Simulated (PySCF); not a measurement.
Spectra and structures to be paired. Method: TDDFT PBE0/def2-SVPD, vertical, gas phase, core orbitals frozen in the response (PySCF). Geometries: GFN2-xTB; one conformer of each isolated species. Triplets are in the Tamm–Dancoff approximation. Ions are computed without counter-ions or solvent.

A. `O=COC1(C(F)(F)F)CC1`
B. `CC1=[N+](C)C=CN1`
C. `CCC(=C=O)C(Cl)(Cl)Cl`
D. `CCn1ncc(C#N)n1`
E. `[H]/N=C\C=C/[C@H](C#N)C=C`

Lowest singlet levels (six at most, fewer where fewer were computed) with oscillator strengths:

1. 3.52 eV (f 0.001); 5.25 eV (f 0.002); 5.68 eV (f 0.003); 5.78 eV (f 0.000); 5.96 eV (f 0.137); 6.23 eV (f 0.009); T1 3.14 eV
2. 6.10 eV (f 0.313); 6.14 eV (f 0.001); 6.67 eV (f 0.039); 6.68 eV (f 0.003); 6.90 eV (f 0.001); 7.09 eV (f 0.005); T1 4.45 eV
3. 6.30 eV (f 0.196); 7.25 eV (f 0.009); 7.26 eV (f 0.037); 7.88 eV (f 0.007); 8.40 eV (f 0.439); 8.48 eV (f 0.010); T1 4.56 eV
4. 4.31 eV (f 0.002); 5.46 eV (f 0.161); 5.97 eV (f 0.360); 6.56 eV (f 0.018); 6.57 eV (f 0.054); 6.67 eV (f 0.001); T1 3.39 eV
5. 5.84 eV (f 0.002); 7.46 eV (f 0.001); 7.89 eV (f 0.081); 8.22 eV (f 0.019); 8.66 eV (f 0.009); 8.77 eV (f 0.023); T1 5.24 eV

Task: Match each spectrum to its molecule.

Result: 1 = C, 2 = D, 3 = B, 4 = E, 5 = A.
- A: S1 at 5.84 eV, HOMO→LUMO (94%); S1 has the pattern of n→π* at C=O; HOMO -8.67 and LUMO -0.45 eV.
- B: S1 at 6.30 eV, HOMO→LUMO (96%); Löwdin shares by element: HOMO carbon 69% or more, nitrogen 9% or more (atoms not listed hold the other 22%); LUMO carbon 40% or more, nitrogen 39% (atoms not listed hold the other 21%); HOMO -11.99 and LUMO -4.95 eV; point group Cs.
- C: S1 at 3.52 eV, HOMO→LUMO (95%); Löwdin shares by element: HOMO carbon 53% or more, oxygen 19%, chlorine 6% or more (atoms not listed hold the other 21%); LUMO carbon 48% or more, oxygen 26% (atoms not listed hold the other 26%); HOMO -7.34 and LUMO -1.88 eV.
- D: S1 at 6.10 eV, HOMO→LUMO (90%); Löwdin shares by element: HOMO nitrogen 36% or more, carbon 35% or more (atoms not listed hold the other 29%); LUMO nitrogen 59% or more, carbon 14% or more (atoms not listed hold the other 26%); HOMO -8.16 and LUMO -1.29 eV.
- E: S1 at 4.31 eV, HOMO→LUMO (96%); Löwdin shares by element: HOMO nitrogen 61% or more, carbon 21% or more, hydrogen 8% or more; LUMO carbon 55% or more, nitrogen 22% or more (atoms not listed hold the other 22%); HOMO -7.92 and LUMO -1.95 eV.
